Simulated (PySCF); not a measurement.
Ge(Me)2(Et)(Vi), C6H14Ge, SMILES C=[CH][Ge]([CH3])([CH3])[CH2]C, singlet, GFN2-xTB optimised geometry.

```
21

C     -1.75    -1.13    -2.53
C     -0.95    -1.65    -1.61
Ge    -0.32    -0.70     0.00
C      1.67    -0.70     0.00
C     -0.98     1.17     0.00
C     -0.99    -1.69     1.61
C     -0.54    -1.07     2.93
H     -2.07    -1.69    -3.40
H     -2.11    -0.12    -2.45
H     -0.60    -2.67    -1.73
H      2.05    -0.23    -0.90
H      2.06    -0.15     0.86
H      2.06    -1.72     0.04
H     -0.58     1.72     0.85
H     -0.66     1.69    -0.90
H     -2.06     1.20     0.05
H     -0.65    -2.72     1.56
H     -2.08    -1.71     1.58
H     -0.89    -0.04     3.01
H     -0.92    -1.63     3.78
H      0.55    -1.06     2.99
```

Density from PBE0/def2-SVP (PySCF) at that geometry.

Minimum of the electron density along straight lines between bonded atoms, close to the bond critical point (lines longer than 1.1 times the sum of covalent radii, or with two minima, are not listed):

| bond | length / Å | ρ at the minimum / e bohr⁻³ | ∇²ρ there / e bohr⁻⁵ | position (fraction from the first atom) |
|---|---|---|---|---|
| C1–C2 | 1.322 | ___ | -0.92 | 0.50 |
| C2–Ge3 | 1.971 | 0.124 | ___ | 0.54 |
| Ge3–C4 | 1.990 | 0.121 | 0.04 | 0.47 |
| Ge3–C5 | 1.987 | 0.121 | 0.04 | 0.47 |
| Ge3–C6 | 2.006 | 0.120 | 0.02 | 0.47 |
| C6–C7 | 1.521 | ___ | -0.54 | 0.50 |
| C1–H8 | 1.081 | 0.281 | -1.07 | 0.63 |
| C1–H9 | 1.079 | 0.283 | -1.08 | 0.63 |
| C2–H10 | 1.083 | 0.278 | -1.03 | 0.63 |
| C4–H11 | 1.086 | 0.273 | -0.98 | 0.63 |
| C4–H12 | 1.086 | 0.272 | -0.97 | 0.62 |
| C4–H13 | 1.086 | 0.272 | -0.98 | 0.62 |
| C5–H14 | 1.086 | 0.272 | -0.98 | 0.62 |
| C5–H15 | 1.086 | 0.272 | -0.98 | 0.62 |
| C5–H16 | 1.086 | 0.273 | -0.98 | 0.62 |
| C6–H17 | 1.091 | 0.272 | -0.96 | 0.62 |
| C6–H18 | 1.091 | 0.273 | -0.97 | 0.62 |
| C7–H19 | 1.088 | 0.276 | -1.00 | 0.62 |
| C7–H20 | 1.089 | 0.275 | -1.00 | 0.62 |
| C7–H21 | 1.088 | 0.276 | -1.00 | 0.62 |

Task: Complete the blanks.

Result: 
- C1–C2, ρ at the minimum / e bohr⁻³: 0.344
- C2–Ge3, ∇²ρ there / e bohr⁻⁵: 0.07
- C6–C7, ρ at the minimum / e bohr⁻³: 0.242
